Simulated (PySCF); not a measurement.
# AsH₂ + 2 F₂ → AsF₂ + 2 HF

Level: PBE0 in the def2-TZVP basis family, all electrons, no relativity, computed in PySCF with density fitting; open shells unrestricted.

```
species                            state and structure       E (Eh)  ZPE (kJ/mol)  H(298 K) − H(0) (kJ/mol)  S° (J/(mol K))
   AsH₂  doublet, C2v, As–H 1.526 Å (×2); H–As–H 90.7°  -2236.76162          32.4                      10.0           225.3
     F₂                      singlet, D∞h, F–F 1.376 Å   -199.40856           6.6                       8.7           201.9
   AsF₂  doublet, C2v, As–F 1.730 Å (×2); F–As–F 96.4°  -2435.21329          10.0                      11.7           276.4
     HF                      singlet, C∞v, H–F 0.920 Å   -100.39188          24.9                       8.7           173.6
```

**Question.** What is the electronic reaction energy?

**Answer.** At PBE0/def2-TZVP, ΔE = -1098.3 kJ/mol from the differences of the total energies times 2625.5, downhill. 

**Question.** Add zero-point, thermal and entropy terms for 298.15 K and 1 bar.

**Answer.** ΔZPE = 14.2 and Δ[H(298) − H(0)] = 1.7 kJ/mol give ΔH° = -1082.4 kJ/mol. ΔS° = -5.5 J/(mol K), so ΔG° = -1082.4 − 298.15 × (-0.0055) = -1081 kJ/mol.

Each species is the lowest minimum found with this bonding; other isomers or fragments can lie lower.
